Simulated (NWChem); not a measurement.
Species: CF2GaNO; SMILES O=C=[N][Ga]([F])[F]

```xyz
6

Ga    -0.0720    -0.6846    -0.0003
F      1.3216    -1.7102    -0.0006
F     -1.6272    -1.4432     0.0000
N      0.0900     1.0886    -0.0001
C      0.1762     2.2856     0.0000
O      0.2625     3.4473     0.0000
```
Atoms are numbered in this order, from 1.

Level: PBE0/def2-SVP (NWChem), optimised geometry, unscaled harmonic frequencies. 

```csv
frequency (cm⁻¹),IR intensity (km/mol)
15,0.1
61,0.4
191,36.9
196,26.8
200,55.4
477,48.4
621,35.9
633,34.5
722,83.3
771,79.7
1539,25.3
2484,1419.0
```

zero-point energy: 11.3 kcal/mol
thermal correction to the enthalpy at 298.15 K (with zero-point energy): 16.3 kcal/mol
heat capacity Cv: 20.3 cal/(mol K)
entropy at 298.15 K and 1 atm (symmetry number 1): 89.1 cal/(mol K)
dipole moment: 0.01 D

Rigid rotor and harmonic oscillator; modes under 100 cm⁻¹ make the entropy uncertain.
